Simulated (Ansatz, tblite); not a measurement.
Cost and result up the ladder for Ge₂₀H₂₈, a nanocrystal cut from cubic germanium (48 atoms). Total charge 0; singlet. Geometry: PBE-D4/def2-SVP.

| atom | x (Å) | y (Å) | z (Å) |
| --- | --- | --- | --- |
| Ge1 | -2.505 | 2.761 | 2.587 |
| Ge2 | 2.813 | -1.268 | 3.407 |
| Ge3 | 1.426 | -3.723 | -0.126 |
| Ge4 | -3.757 | 0.891 | -0.804 |
| Ge5 | -1.789 | -2.359 | -2.028 |
| Ge6 | -0.516 | -0.417 | 1.193 |
| Ge7 | 1.202 | 3.137 | 0.953 |
| Ge8 | 3.099 | -0.048 | -0.452 |
| Ge9 | -0.132 | 1.258 | -2.434 |
| Ge10 | 1.862 | -2.024 | -3.674 |
| Ge11 | 0.501 | -0.470 | 3.424 |
| Ge12 | -2.728 | 0.628 | 1.403 |
| Ge13 | -0.907 | 4.253 | 1.491 |
| Ge14 | -0.746 | -2.633 | 0.176 |
| Ge15 | 4.189 | -0.124 | 1.740 |
| Ge16 | 2.877 | -2.271 | -1.459 |
| Ge17 | -3.999 | -1.324 | -1.820 |
| Ge18 | -2.366 | 2.251 | -2.291 |
| Ge19 | -0.338 | -0.972 | -3.438 |
| Ge20 | 0.893 | 1.008 | -0.223 |
| H21 | -3.894 | 3.461 | 2.684 |
| H22 | -2.017 | 2.477 | 4.038 |
| H23 | 3.439 | -1.066 | 4.821 |
| H24 | 2.814 | -2.793 | 3.107 |
| H25 | 1.213 | -5.064 | -0.893 |
| H26 | 2.079 | -4.058 | 1.248 |
| H27 | -5.162 | 1.557 | -0.650 |
| H28 | -1.922 | -3.765 | -2.697 |
| H29 | 1.957 | 2.833 | 2.281 |
| H30 | 2.110 | 4.080 | 0.108 |
| H31 | 3.966 | 0.830 | -1.411 |
| H32 | 0.797 | 2.141 | -3.327 |
| H33 | 1.701 | -3.421 | -4.345 |
| H34 | 2.773 | -1.153 | -4.589 |
| H35 | -0.365 | -1.346 | 4.378 |
| H36 | 0.481 | 0.984 | 3.982 |
| H37 | -3.641 | -0.320 | 2.248 |
| H38 | -0.624 | 5.475 | 2.415 |
| H39 | -1.537 | 4.794 | 0.177 |
| H40 | -1.672 | -3.511 | 1.078 |
| H41 | 5.569 | -0.837 | 1.622 |
| H42 | 4.451 | 1.334 | 2.218 |
| H43 | 4.289 | -2.925 | -1.595 |
| H44 | -4.926 | -2.218 | -0.944 |
| H45 | -4.649 | -1.196 | -3.231 |
| H46 | -3.005 | 2.258 | -3.713 |
| H47 | -2.291 | 3.725 | -1.794 |
| H48 | -1.010 | -0.828 | -4.842 |

Ansatz on 11 threads of AMD EPYC 7R13 on a shared host and a whole NVIDIA H100 80GB HBM3; xTB runs through tblite on one thread. Times are rough, summed over both states, and most runs start from the orbitals of an earlier one. PBE0-D4/def2-TZVP serves as the yardstick here, not as an exact answer. The other state is a doublet.

The xTB rows come from tblite. Single mean-field runs in def2-TZVP are fitted with def2-universal-jkfit.

Raw xTB energies of ions are shifted by several eV.

```csv
level,functions,wall time
GFN1-xTB,236,1.1 s
GFN2-xTB,208,1.1 s
revPBE-D4/def2-TZVP,1128,25 s
PBE-D4/def2-TZVP (with forces),1128,26 s
PBE0-D4/def2-TZVP (with forces),1128,54 s
```

(1) Estimate what each level gives for the vertical IE (eV).

Answers

(1) 
```json
{"level": "GFN1-xTB", "vertical IE (eV)": "12.95", "difference from PBE0-D4/def2-TZVP (eV)": "5.11"}
{"level": "GFN2-xTB", "vertical IE (eV)": "11.38", "difference from PBE0-D4/def2-TZVP (eV)": "3.53"}
{"level": "revPBE-D4/def2-TZVP", "vertical IE (eV)": "7.47", "difference from PBE0-D4/def2-TZVP (eV)": "-0.38"}
{"level": "PBE-D4/def2-TZVP (with forces)", "vertical IE (eV)": "7.43", "difference from PBE0-D4/def2-TZVP (eV)": "-0.41"}
{"level": "PBE0-D4/def2-TZVP (with forces)", "vertical IE (eV)": "7.84", "difference from PBE0-D4/def2-TZVP (eV)": "0.00"}
```
